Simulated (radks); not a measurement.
Hg, 80 electrons, occupied as [Hg].

Calculated with a radial shooting solver on a logarithmic mesh with Libxc functionals: non-relativistic Kohn-Sham, PBE, spin-polarised, spherical densities, point nucleus; relativity is left out, which matters for an element this heavy.

Energy parts (eV):
total: -501036.29
kinetic: 500915.92
electron-nucleus: -1193160.20
Hartree: 200701.28
exchange-correlation: -9493.30

Orbitals (lengths in bohr, moments of r in powers of bohr; <r^-3> diverges for s and p1/2):
| orbital | occ. | eigenvalue (eV) | <r> | <r^-3> |
|---|---|---|---|---|
| 1s | 2 | -75019.80 | 0.01892 | - |
| 2s | 2 | -12558.69 | 0.07966 | - |
| 2p | 6 | -12080.57 | 0.06730 | 18140 |
| 3s | 2 | -2956.533 | 0.2008 | - |
| 3p | 6 | -2730.450 | 0.1912 | 3964 |
| 3d | 10 | -2308.623 | 0.1669 | 707.6 |
| 4s | 2 | -633.0337 | 0.4411 | - |
| 4p | 6 | -534.9225 | 0.4447 | 941.1 |
| 4d | 10 | -354.3091 | 0.4515 | 148.9 |
| 4f | 14 | -111.4074 | 0.4714 | 32.95 |
| 5s | 2 | -92.9885 | 1.001 | - |
| 5p | 6 | -61.3747 | 1.085 | 162.7 |
| 5d | 10 | -12.1371 | 1.459 | 15.09 |
| 6s | 2 | -5.2934 | 3.110 | - |

The highest occupied level is 6s at -5.293 eV. The density falls to 0.001 e/bohr^3 at r = 4.54 bohr.
